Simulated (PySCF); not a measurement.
Compound: C₃H₄IN.
Cartesian coordinates in Å at the PBE0-D3(BJ)/def2-SVP level; atoms count from 1:
```xyz
9
C3H4IN angstrom
C     -1.765    0.420   -0.126
N     -0.528    0.647    0.050
C      0.360   -0.407   -0.046
C      1.683   -0.284    0.135
I      2.644    1.498    0.595
H     -2.479    1.251   -0.050
H     -2.175   -0.584   -0.353
H     -0.028   -1.413   -0.285
H      2.349   -1.144    0.049
```

Computed, not measured: PySCF 2.14.0, PBE0-D3(BJ)/def2-SVP geometry optimisation, gas phase, def2 core potentials past Kr.

Masses are those of the commonest isotopes; rigid-rotor values at the optimised geometry. The values belong to one conformer with, in the numbering `[CH2:1]=[N:2]/[CH:3]=[CH:4]\[I:5]`, C1–N2–C3–C4 -179°.

**Question.** What are A, B and C (MHz)?

**Answer.** Ia = 47.94, Ib = 441.36, Ic = 489.30 u·Å²; 505379 MHz·u·Å²/I gives A = 10542, B = 1145, C = 1033 MHz.

**Question.** Classify the top.

**Answer.** A near-prolate asymmetric top; Ray's κ = -0.976.

**Question.** What does the inertial defect say?

**Answer.** Planar: Δ = Ic − Ia − Ib = 0.00 u·Å². For a rigid frame Δ = −2 Σ m c², so it vanishes when all atoms lie in the ab plane; here none is more than 0.02 Å from it.

**Question.** Where do the levels up to J = 4 lie, in K?

**Answer.** Above 0(0,0), as E/k:
J = 1: 1(0,1) 0.105, 1(1,1) 0.556, 1(1,0) 0.561
J = 2: 2(0,2) 0.314, 2(1,2) 0.759, 2(1,1) 0.775, 2(2,1) 2.128, 2(2,0) 2.128
J = 3: 3(0,3) 0.627, 3(1,3) 1.065, 3(1,2) 1.097, 3(2,2) 2.442, 3(2,1) 2.442, 3(3,1) 4.710, 3(3,0) 4.710
J = 4: 4(0,4) 1.045, 4(1,4) 1.472, 4(1,3) 1.526, 4(2,3) 2.860, 4(2,2) 2.861, 4(3,2) 5.128, 4(3,1) 5.128, 4(4,1) 8.304, 4(4,0) 8.304
The levels of one J sum to (2J + 1)J(J + 1)(A + B + C)/3.

**Question.** Which lines would a microwave search look for?

**Answer.** The dipole components are |μa| = 2.17 D, |μb| = 1.13 D, |μc| = 0.00 D; the mirror of this Cs structure is the ab plane, so μc vanishes by symmetry (the 0.02 D computed is a residue) and there are no c-type lines. Intensities carry the squares of the components, which stand as 1.00 : 0.27 (a : b). Some lines, for components of 0.1 D or more:

```csv
type,branch,"J(Ka,Kc)",MHz,lower level (cm⁻¹)
a,Q,"3(1,2) ← 3(1,3)",673,0.740
a,Q,"4(1,3) ← 4(1,4)",1122,1.023
a,R,"2(0,2) ← 1(0,1)",4355,0.073
a,R,"2(1,1) ← 1(1,0)",4468,0.390
a,R,"4(1,4) ← 3(1,3)",8485,0.740
a,R,"4(2,3) ← 3(2,2)",8711,1.697
a,R,"4(3,1) ← 3(3,0)",8714,3.274
a,R,"4(2,2) ← 3(2,1)",8721,1.697
a,R,"4(1,3) ← 3(1,2)",8934,0.762
b,R,"4(1,4) ← 3(0,3)",17606,0.436
b,Q,"4(2,2) ← 4(1,3)",27815,1.060
b,Q,"3(2,2) ← 3(1,3)",28696,0.740
b,Q,"4(2,3) ← 4(1,4)",28922,1.023
b,R,"3(2,1) ← 2(1,2)",35066,0.528
b,R,"4(2,3) ← 3(1,2)",36734,0.762
b,R,"4(3,2) ← 3(2,1)",55974,1.697
```

No frequency check. Constants of a rigid frame at the computed geometry: no zero-point averaging, no centrifugal distortion. Quadrupole hyperfine structure (14N, 127I) is left out.
